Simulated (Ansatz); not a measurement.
`C[Si](O)O` radical, relaxed with UKS PBE-D4/def2-SVP in the Gaussian-basis code of Ansatz from a rough embedded geometry. The force threshold is 0.03 eV/Å; the program also tests the step.

Charge 0, multiplicity 2.

Start:

```xyz
9

C     0.881    0.343   -0.757
Si    0.052   -0.319    0.681
O    -0.504   -1.838    0.397
O    -1.219    0.558    1.243
H     1.777   -0.229   -1.088
H     1.290    1.417   -0.566
H     0.236    0.452   -1.617
H    -1.434   -1.921    0.236
H    -1.079    1.536    1.472
```

Task: How much energy does the relaxation release, and in how many steps? (An estimate is asked.)

Result: Computed: 42.97 kJ/mol, in 11 steps, 3 of them rejected.

Task: Which bonds change most? (Best estimate.)

Result: The calculation gave: C1–Si2 from 1.787 to 1.890 Å; C1–H6 from 1.165 to 1.108 Å; Si2–O4 from 1.644 to 1.697 Å; Si2–O3 from 1.643 to 1.684 Å.

Task: Give the relaxed structure. (Best estimate.)

Result: The calculation gave: 
```xyz
9

C     0.978    0.406   -0.809
Si   -0.017   -0.267    0.649
O    -0.636   -1.734    0.100
O    -1.353    0.714    1.012
H     1.778   -0.306   -1.096
H     1.443    1.380   -0.559
H     0.293    0.542   -1.673
H    -1.310   -2.123    0.686
H    -1.175    1.388    1.691
```
